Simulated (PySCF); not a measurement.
C$_{6}$H$_{15}$B, singlet, geometry from GFN2-xTB. Base run: PySCF with HF/3-21G.

Input for PySCF:
```python
from pyscf import gto, scf

mol = gto.Mole()
mol.atom = '''
    B     0.10960004    0.05448047    0.16764879
    C     1.34971883    0.26734358   -0.78850144
    C     1.18205715   -0.08974423   -2.26639284
    H     2.21475437   -0.27534128   -0.39456294
    H     1.63294292    1.32418425   -0.71934327
    H     0.37911736    0.48917675   -2.71572930
    H     0.94540644   -1.14552137   -2.37871485
    H     2.09680779    0.11268753   -2.82145337
    C    -1.35504184   -0.20569525   -0.37895485
    C    -2.04302334    1.13915030   -0.67099684
    H    -1.97186892   -0.74109051    0.34641724
    H    -1.36331242   -0.79190263   -1.29943239
    H    -1.49029615    1.69835735   -1.42222400
    H    -2.09496543    1.74476586    0.23111726
    H    -3.05562121    0.98065894   -1.03690360
    C     0.34127770    0.14063981    1.73608776
    C     0.49544493   -1.27220069    2.32357944
    H    -0.50215915    0.61716517    2.24140370
    H     1.23533184    0.71115598    1.99775170
    H     1.35292307   -1.77609706    1.88305125
    H    -0.39001887   -1.87000190    2.12028003
    H     0.64035737   -1.22756071    3.40117103
'''
mol.basis = '3-21g'
mol.verbose = 5
mol.build()

mf = scf.RHF(mol)
mf.kernel()
```

Each row names what was changed in the base input (with any setting that the change needs).

```json
[
 {"change": "base", "ΔE vs base (µEh)": "0.0", "fitting functions": "-", "dipole (D)": "0.10"},
 {"change": "auxbasis = cc-pvtz-ri", "ΔE vs base (µEh)": "256", "fitting functions": "1017", "dipole (D)": "0.10"},
 {"change": "only_dfj = on; auxbasis = def2-universal-jfit", "ΔE vs base (µEh)": "-591", "fitting functions": "508", "dipole (D)": "0.10"},
 {"change": "auxbasis = def2-tzvp-ri", "ΔE vs base (µEh)": "-46.0", "fitting functions": "757", "dipole (D)": "0.10"},
 {"change": "auxbasis = def2-universal-jfit", "ΔE vs base (µEh)": "1029", "fitting functions": "508", "dipole (D)": "0.10"},
 {"change": "auxbasis = cc-pvqz-jkfit", "ΔE vs base (µEh)": "68.8", "fitting functions": "1507", "dipole (D)": "0.10"},
 {"change": "auxbasis = default (with mf = mf.density_fit())", "ΔE vs base (µEh)": "38.6", "fitting functions": "795", "dipole (D)": "0.10"},
 {"change": "exchange = seminumerical (SGX) (with mf = sgx.sgx_fit(mf, auxbasis='def2-universal-jfit'); with mf.with_df.dfj = True)", "ΔE vs base (µEh)": "-573", "fitting functions": "508", "dipole (D)": "0.10"},
 {"change": "auxbasis = def2-universal-jkfit", "ΔE vs base (µEh)": "38.6", "fitting functions": "795", "dipole (D)": "0.10"},
 {"change": "auxbasis = cc-pvtz-jkfit", "ΔE vs base (µEh)": "112", "fitting functions": "1003", "dipole (D)": "0.10"}
]
```

A fitting set is made for a task (jfit for Coulomb, jkfit for Coulomb and exchange, ri for correlation) and for a family of orbital bases.
